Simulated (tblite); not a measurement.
C₂H₇BS₃Si₂.
SMILES with atom numbers: `[SiH3:1][S:2][C:3]1=[CH:4][S:5][B:6]([SiH3:7])[S:8]1` (hydrogens: H9, H10, H11 on Si1; H12 on C4; H13, H14, H15 on Si7)

Computed with GFN2-xTB (tblite), gas phase: L-BFGS steps from a force-field or distance-geometry start until the largest atomic force falls under 0.01 eV/Å.

Step 109: E = -607.5340 eV
```
atom  x, y, z in Å  |  force x, y, z in eV/Å
Si1    -3.2695   -0.7039    0.1048   -0.002  -0.031   0.032
S2     -2.5289    0.9277   -1.1076   -0.010   0.006  -0.005
C3     -0.7952    0.7673   -0.8901    0.035   0.010  -0.048
C4      0.0807    1.1294   -1.8393    0.004   0.007   0.049
S5      1.7813    0.9795   -1.5012   -0.031   0.026  -0.017
B6      1.5974    0.3350    0.1542    0.000  -0.020   0.011
Si7     3.1097   -0.1082    1.3308   -0.011   0.022  -0.001
S8     -0.1228    0.1688    0.6244   -0.001   0.000  -0.009
H9     -4.6751   -0.7194   -0.2626    0.024   0.024  -0.016
H10    -2.5466   -1.8936   -0.3288   -0.001   0.015   0.027
H11    -3.0402   -0.3718    1.5042   -0.001  -0.014  -0.020
H12    -0.1987    1.5215   -2.7987   -0.019  -0.014  -0.021
H13     3.1903    0.8085    2.4770    0.002  -0.033   0.004
H14     4.3953   -0.0197    0.6325    0.014  -0.004  -0.003
H15     3.0178   -1.4678    1.8782   -0.002   0.007   0.018
```

Step 110: E = -607.5354 eV
```
atom  x, y, z in Å  |  force x, y, z in eV/Å
Si1    -3.2648   -0.7078    0.1169    0.036  -0.020   0.010
S2     -2.5247    0.8996   -1.1299   -0.023   0.010   0.012
C3     -0.7903    0.7639   -0.9021   -0.002  -0.013  -0.077
C4      0.0840    1.1461   -1.8449    0.008   0.005   0.025
S5      1.7850    1.0089   -1.5051   -0.036   0.007   0.032
B6      1.6012    0.3377    0.1420   -0.008   0.004  -0.008
Si7     3.1038   -0.1073    1.3299   -0.024  -0.028  -0.012
S8     -0.1204    0.1481    0.6036    0.047   0.005   0.007
H9     -4.6704   -0.7093   -0.2456   -0.008   0.013  -0.016
H10    -2.5546   -1.9095   -0.3039   -0.003   0.014   0.024
H11    -3.0228   -0.3619    1.5102   -0.004  -0.003  -0.015
H12    -0.1991    1.5414   -2.8024   -0.009  -0.006  -0.004
H13     3.1763    0.7978    2.4831    0.004   0.007   0.021
H14     4.3979   -0.0287    0.6478    0.018   0.001  -0.008
H15     2.9944   -1.4657    1.8783    0.004   0.002   0.008
```

**Question.** Estimate the geometry and energy of step 111. (The exact step hangs on the optimiser's Hessian estimate; all steps are aligned on step 110, rigid shifts and turns removed.)

**Answer.** E = -607.5358 eV, largest force 0.091 eV/Å
```
atom  x, y, z in Å  |  force x, y, z in eV/Å
Si1    -3.2609   -0.7102    0.1224    0.026  -0.009   0.001
S2     -2.5233    0.8867   -1.1394   -0.020   0.009   0.015
C3     -0.7887    0.7604   -0.9091    0.011   0.001  -0.090
C4      0.0852    1.1540   -1.8484   -0.011  -0.020   0.055
S5      1.7859    1.0240   -1.5064   -0.020   0.007   0.032
B6      1.6040    0.3427    0.1369   -0.009   0.005  -0.014
Si7     3.1007   -0.1083    1.3300   -0.025  -0.039  -0.011
S8     -0.1170    0.1419    0.5942    0.035  -0.001   0.019
H9     -4.6671   -0.7047   -0.2368   -0.014   0.006  -0.014
H10    -2.5582   -1.9175   -0.2929    0.003   0.008   0.022
H11    -3.0148   -0.3569    1.5127    0.000   0.001  -0.008
H12    -0.2001    1.5492   -2.8046   -0.007   0.007  -0.023
H13     3.1693    0.7928    2.4863    0.006   0.014   0.024
H14     4.3987   -0.0339    0.6552    0.018   0.001  -0.007
H15     2.9817   -1.4668    1.8778    0.006   0.010   0.000
```

The energy changes by -0.0004 eV. The first-order estimate −F·Δx gives -0.0006 eV and the mean of the old and new forces, exact on a quadratic surface, -0.0004 eV. The step makes an angle of 84° with the force vector and moves no atom by more than 0.016 Å.

What follows is the cost of the whole relaxation. Hardware: one thread of an Arm Neoverse V1, no GPU, on a shared host. Cost: 1.6 s wall.
